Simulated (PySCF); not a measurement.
Gas-phase reaction: 2 GaI + GaCl3 → 3 GaCl + I2, at 2000 K and a standard pressure of 1 bar. Level: LDA/def2-TZVP†.

Energies from PySCF, thermal terms from the rigid-rotor harmonic-oscillator model, ideal gas at 1 bar. † marks an energy on the PBE0/def2-TZVP geometry and frequencies. All species are closed-shell singlets. I: scalar-relativistic def2 core potential, no spin-orbit coupling. Ga: all electrons, no relativistic terms. The harmonic model lacks anharmonicity and excited electronic states, which grow with temperature; levels with a mode under 35 cm⁻¹ are left out.

```json
[
 {"species": "GaI", "E (Ha)": "-2219.20446", "H(2000 K) − E (kJ/mol)": "74.9", "S°(2000 K) (J/mol/K)": "330.6"},
 {"species": "GaCl3", "E (Ha)": "-3298.21451", "H(2000 K) − E (kJ/mol)": "166.7", "S°(2000 K) (J/mol/K)": "479.5"},
 {"species": "GaCl", "E (Ha)": "-2380.63732", "H(2000 K) − E (kJ/mol)": "74.9", "S°(2000 K) (J/mol/K)": "310.4"},
 {"species": "I2", "E (Ha)": "-594.61998", "H(2000 K) − E (kJ/mol)": "74.9", "S°(2000 K) (J/mol/K)": "330.9"}
]
```
E: electronic energy; H − E holds the zero-point and thermal terms. 1 Ha = 2625.5 kJ/mol.

**Question.** Work out ΔH°, ΔS°, ΔG° and log10 K from these numbers.

**Answer.** 1. ΔE = 3×(-2380.63732) + 1×(-594.61998) − 2×(-2219.20446) − 1×(-3298.21451) = 0.09149 Ha = 240.2 kJ.
2. Δ(H − E) = 3×(74.9) + 1×(74.9) − 2×(74.9) − 1×(166.7) = -16.9 kJ, so ΔH° = 223.3 kJ.
3. ΔS° = 3×(310.4) + 1×(330.9) − 2×(330.6) − 1×(479.5) = 121.4 J/K; the number of gas molecules changes by +1.
4. ΔG° = ΔH° − TΔS° = 223.3 − 2000×(121.4)/1000 = -19.5 kJ.
5. log10 K = −ΔG°/(RT ln 10) = 0.51, with RT ln 10 = 38.29 kJ/mol; at standard pressures the products are favoured.
6. A shift of 10 kJ in ΔE would move log10 K by 0.26 here.
7. With ΔH° and ΔS° held fixed, ΔG° changes sign near ΔH°/ΔS° = 1840 K.
8. Lowering the total pressure from 1 bar to 0.01 bar multiplies the mole-fraction quotient K_x = K (p/p°)^(−Δn) by 10^2, which pushes the balance towards the products.
For scale, ΔH°(298 K) is 237 kJ at this level, 214 kJ at ωB97M-V/def2-TZVP†, and runs from 159 to 292 kJ over the 18 levels computed.
